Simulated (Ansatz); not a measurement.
`[Cl][W]([Cl])([Cl])([Cl])([Cl])[Cl]` + H₂O → `[OH][W]([Cl])([Cl])([Cl])([Cl])[Cl]` + HCl at 700 K and 1 bar (formal hydrolysis of a W–Cl bond).

Computed with Ansatz on PBE0-D4/def2-TZVP structures; ΔE is electronic, products minus reactants. CBS: MP2 limit from def2 TZ/QZ plus the TZ coupled-cluster correction, frozen cores. This one scheme is used for every species. def2 core potentials past Kr. For W outer-core shells are correlated without core-valence functions, which leaves a few kJ/mol of doubt a bond. Each species was taken in one conformer, which may not be the lowest.

```json
{"species": "`[Cl][W]([Cl])([Cl])([Cl])([Cl])[Cl]`", "CCSD(T)/CBS energy (Eh)": "-2825.83144", "H − E (kJ/mol)": "112.7", "S (J/(mol·K))": "548.6"}
{"species": "H₂O", "CCSD(T)/CBS energy (Eh)": "-76.37941", "H − E (kJ/mol)": "80.5", "S (J/(mol·K))": "218.4"}
{"species": "`[OH][W]([Cl])([Cl])([Cl])([Cl])[Cl]`", "CCSD(T)/CBS energy (Eh)": "-2441.83114", "H − E (kJ/mol)": "149.3", "S (J/(mol·K))": "584.3"}
{"species": "HCl", "CCSD(T)/CBS energy (Eh)": "-460.38127", "H − E (kJ/mol)": "38.4", "S (J/(mol·K))": "211.8"}
```

H − E and S are ideal-gas, rigid-rotor, harmonic terms from PBE0-D4/def2-TZVP, for one conformer and one mirror image of each species. 1 Eh = 2625.50 kJ/mol, R = 8.31446 J/(mol·K).

By hand: ΔE, ΔH, ΔS and ΔG.

ΔE = (-2441.83114) + (-460.38127) − (-2825.83144) − (-76.37941) = -0.00156 Eh = -4.1 kJ/mol. Δ(H − E) = 149.3 + 38.4 − 112.7 − 80.5 = -5.5, so ΔH = -9.6 kJ/mol. ΔS = 584.3 + 211.8 − 548.6 − 218.4 = 29.1 J/(mol·K). ΔG = -9.6 − 700 × (29.1)/1000 = -30.0 kJ/mol.

By hand: the equilibrium constant, and the temperature at which ΔG would vanish if ΔH and ΔS stayed fixed.

log₁₀ K = −ΔG/(RT ln 10) = 2.2. ΔH and −TΔS have one sign here, so there is no such temperature.

TΔS isn't small against ΔH here. A doubt of 5 kJ/mol in ΔE shifts log₁₀ K by 0.4 here. Other conformers and mirror images would add mixing entropy, several J/(mol·K) or more a flexible species. These are equilibria of isolated gas molecules and say nothing of rates. Largest T1 diagnostic: 0.024 (customary marks: 0.02 for closed shells, 0.045 for open ones).
